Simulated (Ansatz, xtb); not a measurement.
Dimer: GaH3O (SMILES [OH][GaH2]) (first 5 atoms) with NH3 (SMILES N); geometry from B3LYP-D3(BJ)/def2-TZVP, rigid monomers moved along the line of their centres of mass till H3···N6 is 1.76 Å.
(charge 0, multiplicity 1):
```json
[
 {"atom": "O", "x (Å)": "-0.0270", "y (Å)": "1.1941", "z (Å)": "1.1896"},
 {"atom": "Ga", "x (Å)": "-0.0844", "y (Å)": "-0.0381", "z (Å)": "-0.0994"},
 {"atom": "H", "x (Å)": "0.0108", "y (Å)": "0.8100", "z (Å)": "2.0890"},
 {"atom": "H", "x (Å)": "-0.1465", "y (Å)": "0.5226", "z (Å)": "-1.5550"},
 {"atom": "H", "x (Å)": "-0.0685", "y (Å)": "-1.5546", "z (Å)": "0.3143"},
 {"atom": "N", "x (Å)": "0.0772", "y (Å)": "0.0175", "z (Å)": "3.6543"},
 {"atom": "H", "x (Å)": "0.9213", "y (Å)": "0.2998", "z (Å)": "4.1396"},
 {"atom": "H", "x (Å)": "-0.7138", "y (Å)": "0.3153", "z (Å)": "4.2139"},
 {"atom": "H", "x (Å)": "0.0660", "y (Å)": "-0.9956", "z (Å)": "3.6189"}
]
```

Counterpoise-corrected where a basis set is named; no monomer relaxation.

Programs: Ansatz (a first-principles code); xtb for the GFN methods. Each number belongs to the level named beside it.

**Question.** What interaction energy does GFN-FF give?

**Answer.** -6.6 kcal/mol
